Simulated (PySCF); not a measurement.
Compound: C6H9NO (charge +1 and doublet state).
Numbering: `[CH3:1][CH2:2][C:3]1[CH:4]=[N:5][O:6][C+:7]1[CH3:8]` (hydrogens: H9, H10, H11 on C1; H12, H13 on C2; H14 on C4; H15, H16, H17 on C8)

Geometry (GFN2-xTB, Å), atoms numbered from 1 in this order:
```xyz
17
C6H9NO angstrom
C      2.279    0.412    0.692
C      0.773    0.495    0.754
C      0.047   -0.294   -0.240
C      0.524   -1.340   -1.086
N     -0.466   -1.889   -1.708
O     -1.598   -1.205   -1.429
C     -1.349   -0.278   -0.526
C     -2.435    0.555   -0.017
H      2.650    0.639   -0.307
H      2.721    1.105    1.404
H      2.634   -0.588    0.948
H      0.425    0.231    1.767
H      0.446    1.544    0.654
H      1.518   -1.728   -1.186
H     -2.526    1.463   -0.625
H     -3.384    0.030   -0.118
H     -2.266    0.859    1.014
```

The hyperfine couplings belong to this conformer and change with its torsions.

Method: UKS B3LYP, pcH-1 on C H N O, non-relativistic, mean-field spin-orbit, GIAO in PySCF 2.14.0. Geometry: GFN2-xTB, one conformer, isolated ion. Couplings are sensitive to structure, and on GFN2-xTB geometries they can be far from those on DFT ones, by a factor of two or more for some ions and for spin on atoms past the first row. Stability of the SCF solution: not tested.

Computed for the main isotopes (class means, splittings of 0.05 mT or more): g = 2.0027; H12/H13 1H +119.3 MHz (4.26 mT); H15/H16/H17 1H +49.4 MHz (1.76 mT); N5 14N +14.7 MHz (0.53 mT); H14 1H +6.1 MHz (0.22 mT); H9/H10/H11 1H +5.8 MHz (0.21 mT); 288 first-order lines, 15.69 mT wide. Two of these splittings differ by less than 0.03 mT, so with lines wider than that fewer lines would be seen.

Q: What changes when 1H at H12/H13 is replaced by 2H at both sites?

A: The spin density stays the same (vibrational effects aside), so a scales with the nuclear g factor: 0.85744/5.58569 = 0.1535, so a goes from +119.3 to +18.3 MHz (0.653 mT). The spin goes from 1/2 to 1, so the 1:2:1 triplet becomes a 1:2:3:2:1 quintet. The spectrum then has 480 first-order lines over 9.79 mT.

Q: What changes when 14N at N5 is replaced by 15N?

A: Only the nuclear moment changes in this model. The ratio of g factors is -0.56638/0.40376 = -1.4028, so a goes from +14.7 to -20.7 MHz (0.738 mT). The spin goes from 1 to 1/2, so the 1:1:1 triplet becomes a 1:1 doublet. The spectrum then has 192 first-order lines over 15.37 mT.

Q: Give position and intensity of the satellites from 13C at C4.

A: a = -26.6 MHz, or 0.95 mT in magnitude, and I = 1/2, so to first order each main line has two satellites, at ±0.47 mT. The isotope's abundance is about 1.07 %, shared among 2 lines, so each has 0.54 % of the main line's intensity.

Q: Give position and intensity of the satellites from 13C at C3.

A: a = +25.6 MHz, or 0.91 mT in magnitude, and I = 1/2, so to first order each main line has two satellites, at ±0.46 mT. The isotope's abundance is about 1.07 %, shared among 2 lines, so each has 0.54 % of the main line's intensity.

Class means assume fast exchange of nuclei equivalent by connectivity; if that motion is slow, each nucleus keeps its own coupling. The three 1H nuclei of mean +49.4 MHz run from 22.4 to 101.7 MHz in the frozen geometry. The three 1H nuclei of mean +5.8 MHz run from 0.2 to 10.0 MHz in the frozen geometry. The 1H value of +119.3 MHz is a mean of couplings from 110.6 to 127.9 MHz in this one geometry, not an average over conformers.

Hardware: Arm Neoverse V1, one thread (shared host). Cost: 86 s of wall time (grids of density and orbitals included), 0.97 GiB resident at most.
